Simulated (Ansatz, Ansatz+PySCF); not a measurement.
```xyz
16

C    -0.8233   -0.7674   -0.7585
C    -0.7341   -0.7983    0.7879
C    -0.7942    0.8278   -0.7789
C    -0.7585    0.7355    0.7886
C     0.8044   -0.8235   -0.7800
C     0.8045   -0.7602    0.8186
C     0.7873    0.7773   -0.8292
C     0.7863    0.7504    0.8198
H    -1.3984   -1.4474   -1.3801
H    -1.3800   -1.4494    1.4044
H    -1.4432    1.4539   -1.4200
H    -1.4497    1.3825    1.3987
H     1.4211   -1.4572   -1.4377
H     1.3825   -1.4166    1.4527
H     1.3998    1.4411   -1.4534
H     1.4615    1.4223    1.4011
```

Basis set: def2-SVP (spherical functions). Frozen core: 8 orbitals. Charge 0, multiplicity 1.

Computed with Ansatz (development build ahead of 0.2.0); each method stands on the lowest determinant of its kind that the runs found. Restricted open shells among the atoms or ions are ROHF, correlated in semicanonical orbitals with singles. Restricted functionals stand beside restricted open-shell atoms, which can lie above the unrestricted atoms usual in DFT and then raise those values.

The atomization energy at this shape (free ground-state atoms in the same class of orbitals less the molecule, no zero-point energy) of singlet C₈H₈:

```csv
method,atomization energy
PBE0 (restricted),76.41 eV
RHF,55.09 eV
```

What does RHF-MP2 give?

72.36 eV. Caution: the shape is not the minimum.
